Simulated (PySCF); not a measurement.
A calculated (wB97X, PySCF 2.14, x2c-QZVPPall, scalar relativity by spin-free X2C-1e) atom or ion has these occupied shells.

```json
{"shell": "1s α", "electrons": "1", "orbital energy (eV)": "-2787.4", "rms radius, mean of both spins (bohr)": "0.105"}
{"shell": "1s β", "electrons": "1", "orbital energy (eV)": "-2786.9", "rms radius, mean of both spins (bohr)": "0.105"}
{"shell": "2s α", "electrons": "1", "orbital energy (eV)": "-277.01", "rms radius, mean of both spins (bohr)": "0.483"}
{"shell": "2s β", "electrons": "1", "orbital energy (eV)": "-276.50", "rms radius, mean of both spins (bohr)": "0.483"}
{"shell": "2p α", "electrons": "3", "orbital energy (eV)": "-214.36", "rms radius, mean of both spins (bohr)": "0.453"}
{"shell": "2p β", "electrons": "3", "orbital energy (eV)": "-213.81", "rms radius, mean of both spins (bohr)": "0.453"}
{"shell": "3s α", "electrons": "1", "orbital energy (eV)": "-39.511", "rms radius, mean of both spins (bohr)": "1.59"}
{"shell": "3p α", "electrons": "3", "orbital energy (eV)": "-25.214", "rms radius, mean of both spins (bohr)": "1.83"}
{"shell": "3p β", "electrons": "2", "orbital energy (eV)": "-22.435", "rms radius, mean of both spins (bohr)": "1.83"}
```

Name the element and its charge.

Cl⁺ (chlorine, charge +1), in [Ne] 3s1 3p5, high-spin 3P determinant (an excited configuration).
